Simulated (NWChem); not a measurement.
The numbers come from NWChem runs, not from measurements. System: CH$_{2}$F, charge 0, spin multiplicity 4, at the geometry of a parent with another charge or spin, in a state set for the comparison that need not be this species' ground state. Its SCF solution wasn't tested for a lower state. Level: UMP2/def2-TZVP, 2 core orbitals frozen.

Input file:

```
start mol
memory heap 200 mb stack 900 mb global 1100 mb
geometry units angstroms nocenter noautoz
  C     -0.642811     0.100152     0.000000
  F      0.680693    -0.053162     0.000000
  H     -1.134687    -0.061226     0.963505
  H     -1.134687    -0.061226    -0.963505
  symmetry group Cs
end
basis spherical
  * library def2-tzvp
end
scf
  uhf
  nopen 3
  maxiter 100
  thresh 1e-7
  semidirect memsize 60000000 filesize 0
  # guess.movecs holds the orbitals of an unrestricted PBE0 run
  vectors input guess.movecs output mol.movecs
end
mp2
  freeze core 2
end
task mp2 energy
```

Output (cleaned and shortened):

```
             Northwest Computational Chemistry Package (NWChem) 7.3.0
             --------------------------------------------------------

                                NWChem Input Module
                                -------------------

 Scaling coordinates for geometry "geometry" by  1.889725989
 (inverse scale =  0.529177249)

 Turning off AUTOSYM since
 SYMMETRY directive was detected!

                             Geometry "geometry" -> ""
                             -------------------------

 Output coordinates in angstroms (scale by  1.889725989 to convert to a.u.)

  No.       Tag          Charge          X              Y              Z
 ---- ---------------- ---------- -------------- -------------- --------------
    1 C                    6.0000    -0.64281100     0.10015200     0.00000000
    2 F                    9.0000     0.68069300    -0.05316200     0.00000000
    3 H                    1.0000    -1.13468700    -0.06122600     0.96350500
    4 H                    1.0000    -1.13468700    -0.06122600    -0.96350500

 Effective nuclear repulsion energy (a.u.)      32.1623640666

            Nuclear Dipole moment (a.u.)
            ----------------------------
        X                 Y               Z
 ---------------- ---------------- ----------------
    -0.0000056692     0.0000037795     0.0000000000

      Symmetry information
      --------------------

 Group name             Cs
 Group number              2
 Group order               2
 No. of unique centers     3

      Symmetry unique atoms

     1    2    3


 Summary of "ao basis" -> "" (spherical)
 ------------------------------------------------------------------------------
       Tag                 Description            Shells   Functions and Types
 ---------------- ------------------------------  ------  ---------------------
 *                         def2-tzvp                  on all atoms

 Summary of "ao basis" -> "ao basis" (spherical)
 ------------------------------------------------------------------------------
       Tag                 Description            Shells   Functions and Types
 ---------------- ------------------------------  ------  ---------------------
 C                         def2-tzvp                11       31   5s3p2d1f
 F                         def2-tzvp                11       31   5s3p2d1f
 H                         def2-tzvp                 4        6   3s1p

                                 NWChem SCF Module
                                 -----------------

  ao basis        = "ao basis"
  functions       =    74
  atoms           =     4
  alpha electrons =    10
  beta  electrons =     7
  charge          =   0.00
  wavefunction    = UHF
  use symmetry    = T
  symmetry adapt  = T

 Summary of "ao basis" -> "ao basis" (spherical)
 ------------------------------------------------------------------------------
       Tag                 Description            Shells   Functions and Types
 ---------------- ------------------------------  ------  ---------------------
 C                         def2-tzvp                11       31   5s3p2d1f
 F                         def2-tzvp                11       31   5s3p2d1f
 H                         def2-tzvp                 4        6   3s1p

      Symmetry analysis of basis
      --------------------------

        a'         48
        a"         26

 Forming initial guess at       0.1s

   Symmetry analysis of molecular orbitals - initial alpha
   -------------------------------------------------------

  Numbering of irreducible representations:

     1 a'          2 a"

  Orbital symmetries:

     1 a'          2 a'          3 a'          4 a'          5 a"
     6 a'          7 a'          8 a"          9 a'         10 a'
    11 a'         12 a"         13 a'         14 a'         15 a"
    16 a'         17 a'         18 a"         19 a'         20 a"

   Symmetry analysis of molecular orbitals - initial beta
   ------------------------------------------------------

  Numbering of irreducible representations:

     1 a'          2 a"

  Orbital symmetries:

     1 a'          2 a'          3 a'          4 a'          5 a'
     6 a"          7 a'          8 a"          9 a'         10 a'
    11 a'         12 a"         13 a'         14 a"         15 a'
    16 a'         17 a'         18 a'         19 a"         20 a'

 Starting SCF solution at       0.1s

 ----------------------------------------------
         Quadratically convergent UHF

 Convergence threshold     :          1.000E-07
 Maximum no. of iterations :          100
 Integral*density screening:          1.000E-09
 ----------------------------------------------

              iter       energy          gnorm     gmax       time
             ----- ------------------- --------- --------- --------
                 1     -138.0515005199  4.74D-01  1.24D-01      0.8
                 2     -138.0659066883  1.35D-01  4.48D-02      1.0
  ga_iter_lsolve: convergence stagnant ... aborting solve

 Disabled NR: increased maxiter to 110

                 3     -138.0695657909  1.33D-01  2.86D-02      1.3
                 4     -138.0758895382  2.06D-01  6.52D-02      1.5
                 5     -138.0781915650  6.54D-02  1.71D-02      1.5
                 6     -138.0793839889  4.72D-02  1.07D-02      1.7
                 7     -138.0800367622  4.13D-02  9.71D-03      1.8
                 8     -138.0809615119  4.77D-02  1.36D-02      1.9
                 9     -138.0811171625  1.60D-02  3.61D-03      2.0
                10     -138.0811523647  9.04D-03  2.85D-03      2.1
[...]
              MO Center=  6.3D-01, -5.5D-02, -5.6D-14, r^2= 4.8D-01
   Bfn.  Coefficient  Atom+Function         Bfn.  Coefficient  Atom+Function
  ----- ------------  ---------------      ----- ------------  ---------------
    38      0.499388  2 F  py                41      0.440726  2 F  py
    44      0.214851  2 F  py

 Vector    6  Occ=1.000000D+00  E=-7.119673D-01  Symmetry=a'
              MO Center= -7.2D-01, -1.3D-03,  2.8D-13, r^2= 1.3D+00
   Bfn.  Coefficient  Atom+Function         Bfn.  Coefficient  Atom+Function
  ----- ------------  ---------------      ----- ------------  ---------------
     4      0.277880  1 C  s                 37      0.244380  2 F  px
    40      0.224770  2 F  px                 6     -0.206368  1 C  px
     3      0.189486  1 C  s                 64      0.151566  3 H  s
    70      0.151566  4 H  s

 Vector    7  Occ=1.000000D+00  E=-6.071468D-01  Symmetry=a"
              MO Center= -6.5D-01,  1.0D-02, -2.7D-13, r^2= 1.3D+00
   Bfn.  Coefficient  Atom+Function         Bfn.  Coefficient  Atom+Function
  ----- ------------  ---------------      ----- ------------  ---------------
     8      0.304393  1 C  pz                11      0.243833  1 C  pz
    64      0.199575  3 H  s                 70     -0.199575  4 H  s

 Vector    8  Occ=0.000000D+00  E=-7.039210D-02  Symmetry=a"
              MO Center=  3.3D-01, -4.8D-02,  5.4D-14, r^2= 1.4D+00
   Bfn.  Coefficient  Atom+Function         Bfn.  Coefficient  Atom+Function
  ----- ------------  ---------------      ----- ------------  ---------------
    39      0.383703  2 F  pz                45      0.373394  2 F  pz
    42      0.353534  2 F  pz                65     -0.346686  3 H  s
    71      0.346686  4 H  s                 14      0.235341  1 C  pz

 Vector    9  Occ=0.000000D+00  E= 1.243160D-01  Symmetry=a'
              MO Center= -7.2D-01,  3.1D-01,  1.2D-15, r^2= 2.4D+00
   Bfn.  Coefficient  Atom+Function         Bfn.  Coefficient  Atom+Function
  ----- ------------  ---------------      ----- ------------  ---------------
    13      0.798230  1 C  py                 5      0.269820  1 C  s
     7      0.265858  1 C  py                44     -0.210166  2 F  py
    10      0.157837  1 C  py

 Vector   10  Occ=0.000000D+00  E= 1.814499D-01  Symmetry=a'
              MO Center= -7.9D-01, -4.7D-02, -3.3D-15, r^2= 5.2D+00
   Bfn.  Coefficient  Atom+Function         Bfn.  Coefficient  Atom+Function
  ----- ------------  ---------------      ----- ------------  ---------------
     5      2.049746  1 C  s                 65     -1.983559  3 H  s
    71     -1.983559  4 H  s                 12     -1.204148  1 C  px
    36      0.570658  2 F  s                 64      0.285529  3 H  s
    70      0.285529  4 H  s                 13     -0.222518  1 C  py
    43     -0.161314  2 F  px

 center of mass
 --------------
 x =   0.16778285 y =   0.00391641 z =   0.00000000

 moments of inertia (a.u.)
 ------------------
           7.330269268298           4.735530362114           0.000000000000
           4.735530362114          64.162685451169           0.000000000000
           0.000000000000           0.000000000000          58.128515643599

  Mulliken analysis of the total density
  --------------------------------------

    Atom       Charge   Shell Charges
 -----------   ------   -------------------------------------------------------
    1 C    6     7.06   0.86  1.12  0.51  0.74  0.30  1.16  1.35  0.96  0.03  0.03  0.01
    2 F    9     8.38   0.78  1.20  0.66  1.06 -0.02  2.16  2.04  0.51  0.00  0.01  0.00
    3 H    1     0.78   0.24  0.43  0.07  0.03
    4 H    1     0.78   0.24  0.43  0.07  0.03

  Mulliken analysis of the alpha density
  --------------------------------------

    Atom       Charge   Shell Charges
 -----------   ------   -------------------------------------------------------
    1 C    6     4.69   0.43  0.56  0.29  0.43  0.26  0.82  1.00  0.87  0.02  0.01  0.00
    2 F    9     4.53   0.39  0.60  0.36  0.54 -0.17  1.35  1.22  0.24  0.00  0.01  0.00
    3 H    1     0.39   0.12  0.22  0.03  0.02
    4 H    1     0.39   0.12  0.22  0.03  0.02

   Mulliken analysis of the beta density
   -------------------------------------

    Atom       Charge   Shell Charges
 -----------   ------   -------------------------------------------------------
    1 C    6     2.37   0.43  0.56  0.22  0.31  0.04  0.35  0.34  0.09  0.01  0.02  0.01
    2 F    9     3.86   0.39  0.60  0.30  0.52  0.15  0.80  0.83  0.27  0.00  0.01  0.00
    3 H    1     0.38   0.12  0.22  0.04  0.01
    4 H    1     0.38   0.12  0.22  0.04  0.01

   Mulliken analysis of the spin density
   -------------------------------------

    Atom       Charge   Shell Charges
 -----------   ------   -------------------------------------------------------
    1 C    6     2.31   0.00 -0.01  0.07  0.12  0.21  0.47  0.66  0.78  0.01 -0.01 -0.00
    2 F    9     0.67   0.00 -0.00  0.06  0.02 -0.32  0.55  0.39 -0.03  0.00 -0.00 -0.00
    3 H    1     0.01   0.01 -0.00 -0.01  0.01
    4 H    1     0.01   0.01 -0.00 -0.01  0.01

       Multipole analysis of the density wrt the origin
       ------------------------------------------------

     L   x y z        total         alpha         beta         nuclear
     -   - - -        -----         -----         ----         -------
     0   0 0 0     -0.000000    -10.000000     -7.000000     17.000000

     1   1 0 0      0.313515      0.716815     -0.403295     -0.000006
     1   0 1 0     -0.162389     -0.312931      0.150539      0.000004
     1   0 0 1      0.000000      0.000000      0.000000      0.000000

     2   2 0 0    -11.105047    -27.277475    -16.768325     32.940753
     2   1 1 0      0.470428      1.788195      0.728493     -2.046260
     2   1 0 1     -0.000000      0.000000     -0.000000      0.000000
     2   0 2 0    -10.912628     -8.139400     -3.105749      0.332522
     2   0 1 1     -0.000000     -0.000000     -0.000000      0.000000
     2   0 0 2     -8.393516     -9.400886     -5.622967      6.630337

                   NWChem MP2 Semi-direct Energy/Gradient Module
                   ---------------------------------------------

  Basis functions       =     74
  Molecular orbitals    =     74
  Frozen core           =      2
  Frozen virtuals       =      0
  Active alpha occupied =      8
  Active beta occupied  =      5
  Active alpha virtual  =     64
  Active beta virtual   =     67
  Use MO symmetry       = T
  Use skeleton AO sym   = T

  AO/Fock/Back tols     =   1.0D-09  1.0D-09  1.0D-09

 GA uses MA = F    GA memory limited = T

 Available:
  local mem=  1.26D+08
 global mem=  1.44D+08
 local disk=  0.00D+00
  mp2_memr nvloc                    64
  nvloc new                    64
   1 passes of   8:        5242880                      36760                   4836680.
   1 passes of   8: M    126153023           G      144168248           F     120910143.

 Semi-direct pass number   1 of   1  for UHF alpha       at        4.2s
  vrange nnbf                  2773
  mp2_eaftype                    18  avail_ma_in_mb                  1099
 EAF : mp2_eaftype filesize          18    2418340.
  mp2_eaf for mointskh                     18
Node 0 wrote     11.4 Mb in      0.0 s     Agg I/O rate:  1255.0 Mb/s
 Done moints_semi at        5.9s
  mp2_eaftype                    18  avail_ma_in_mb                  1081
 EAF : mp2_eaftype filesize          18    2418340.
  mp2_eaf for kh                    18
 Done maket at        6.1s
 Done multipass loop at        6.1s

 GA uses MA = F    GA memory limited = T

 Available:
  local mem=  1.26D+08
 global mem=  1.44D+08
 local disk=  0.00D+00
  mp2_memr nvloc                    67
  nvloc new                    67
   1 passes of   5:        5242880                      27914                   3167889.
   1 passes of   5: M    126153023           G      144168248           F     120910143.

 Semi-direct pass number   1 of   1  for UHF beta        at        6.1s
  vrange nnbf                  2773
  mp2_eaftype                    12  avail_ma_in_mb                  1099
 EAF : mp2_eaftype filesize          12    1583944.
  mp2_eaf for mointskh                     12
Node 0 wrote      7.4 Mb in      0.0 s     Agg I/O rate:   561.0 Mb/s
 Done moints_semi at        7.6s
  mp2_eaftype                    12  avail_ma_in_mb                  1087
 EAF : mp2_eaftype filesize          12    1583944.
  mp2_eaf for kh                    12
 Done maket at        7.7s
 Done multipass loop at        7.7s

          -------------------------------------------
          SCF energy                -138.081166184958
          Correlation energy          -0.360652983370
          Singlet pairs                0.000000000000
          Triplet pairs                0.000000000000
          Total MP2 energy          -138.441819168328
          -------------------------------------------

          ---------------------------------------------------
                    Spin Component Scaled (SCS) MP2
          Same spin pairs                     -0.094853185907
          Same spin scaling factor             0.333333333333
          Opposite spin pairs                 -0.265799797464
          Opposite spin scaling fact.          1.200000000000
          SCS-MP2 correlation energy          -0.350577485592
          Total SCS-MP2 energy              -138.431743670550
          ---------------------------------------------------

 -----------------------
 Performance information
 -----------------------

 Timer overhead =  2.30D-07 seconds/call

               Nr. of calls         CPU time (s)                 Wall time (s)                GFlops
             ---------------    -------------------     ------------------------------   -------------------
Name         Min   Avg   Max    Min     Avg     Max     Min     Avg     Max   Mx/calls   Min     Max     Sum
mp2: moin     2     2     2    3.2     3.2     3.2      3.2     3.2     3.2     1.6      0.0     0.0     0.0
mp2: make     2     2     2   0.25    0.25    0.25     0.25    0.25    0.25    0.12      0.0     0.0     0.0
mp2: tota     1     1     1    3.5     3.5     3.5      3.5     3.5     3.5     3.5      0.0     0.0     0.0

 The average no. of pstat calls per process was 5.00D+00
 with a timing overhead of 1.15D-06s

 Task  times  cpu:        7.7s     wall:        7.7s

 Total times  cpu:        7.7s     wall:        7.7s
```
